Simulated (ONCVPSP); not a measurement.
**Pseudopotential generation for Ni (Z = 28): ONCV, LDA (Perdew-Wang 92), scalar-relativistic.**

```
Element                 : nickel
Generator               : ONCVPSP 4.0.1
Type                    : optimised norm-conserving Vanderbilt (ONCV)
Functional              : LDA (Perdew-Wang 92)
Relativity              : scalar-relativistic
Frozen core             : [Ne] 3s2
Valence charge          : 16
Reference configuration : 3p6 3d8 4s1 (charge +1)
Partial waves           : 4s: rc 1.80 bohr, ncon 4, nbas 8, qcut 2.8 1/bohr, 3 projectors, debl 3.3 Ha; 3p: rc 1.10 bohr, ncon 4, nbas 8, qcut 10.4 1/bohr, 1 projector; 3d: rc 1.55 bohr, ncon 5, nbas 10, qcut 8.8 1/bohr, 3 projectors, debl 2 Ha
Local potential         : polynomial inside 0.95 bohr (lpopt 5, dvloc0 0 Ha)
Core correction         : none
```

* Cutoffs needed: 41 Ha and 140 Ha (the cutoffs (Ha) at which the residual kinetic energy of the hardest occupied pseudo-wave falls to 1 and 0.1 mHa per electron)
* Ghost test: no bound ghost flagged; GHOST(+) flagged for s at 117.1 eV, s at 414.8 eV
* Largest excitation error: +106 meV (all-electron minus pseudo) for 3p6 3d7 4s0, out of 4 test configurations
